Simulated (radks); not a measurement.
The numbers below are computed, except where a source is named.
Spherical quantum dot in the effective-mass picture: electrons in a hard-walled sphere of radius 2.31, all in effective atomic units (hartree* = m*/eps^2 hartree, bohr* = eps/m* bohr), one dielectric constant everywhere. Level of theory: non-relativistic Kohn-Sham, r2SCAN, spin-polarised, spherical densities, generalised Kohn-Sham scheme (a radial shooting solver with Libxc functionals). Levels are named by radial order and angular momentum (1s, 1p, 1d, 2s, ...), and open shells are averaged over m. Results are scaled to m* = 0.404 and eps = 6.6, for which hartree* = 252.4 meV and bohr* = 0.8645 nm.

N = 42, configuration 1s2 1p6 1d10 2s2 1f14 1g(up 8, down 0). This is the lowest configuration that the search found. Occupied and some empty levels:

level,occupation,eigenvalue (meV),<r> (nm)
1s up,1,6085.0,1.378
1s down,1,6114.9,1.367
1p up,3,6204.1,1.421
1p down,3,6237.3,1.414
1d up,5,6414.7,1.460
1d down,5,6451.7,1.455
1f up,7,6706.5,1.493
1f down,7,6747.2,1.490
2s up,1,6983.1,0.8776
2s down,1,6993.4,0.8805
1g up,8,7073.1,1.522
1g down,0,7117.4,1.520
2p up,0,7403.1,1.039
2p down,0,7418.5,1.039
1h up,0,7510.0,1.547
1h down,0,7557.7,1.546
2d up,0,7895.9,1.141
2d down,0,7917.5,1.140
3s up,0,8126.6,0.9431
3s down,0,8146.6,0.9454

Energy (meV): total 159611, kinetic 46457, external 0, Hartree 122330, exchange-correlation -9177.2.
